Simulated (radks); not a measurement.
Spherical jellium clusters: N electrons in a uniform positive sphere of charge N and radius rs N^(1/3), rs = 2.68 bohr. Calculated with a radial shooting solver with Libxc functionals: non-relativistic Kohn-Sham, LDA (Slater exchange, Perdew-Wang correlation), spin-polarised, spherical densities. Levels are named by radial order and angular momentum (1s, 1p, 1d, 2s, ...), and open shells are averaged over m.

N = 4, configuration 1s2 1p(up 2, down 0). This is the lowest configuration that the search found. Occupied and some empty levels:

level,occupation,eigenvalue (eV),<r> (bohr)
1s up,1,-6.5848,3.195
1s down,1,-5.7894,3.177
1p up,2,-3.2103,4.430
1p down,0,-2.4209,4.625
2s up,0,-0.83111,7.672
2s down,0,-0.56341,8.577
1d up,0,-0.30377,7.117

Energy (eV): total -3.60116, kinetic 13.025, external -111.77, Hartree 51.659, exchange-correlation -17.922, background 61.405.

Electron density:

r (bohr),n(r) (e/bohr^3)
0.166,0.01519
0.582,0.01508
0.999,0.01481
1.42,0.01429
1.83,0.01343
2.25,0.01220
2.66,0.01062
3.08,0.008788
3.50,0.006896
3.91,0.005127
4.33,0.003627
4.75,0.002475
5.16,0.001644
5.58,0.001074
6.00,0.0006919
6.41,0.0004419
6.83,0.0002802
7.25,0.0001765
7.66,0.0001109
8.08,0.00006941
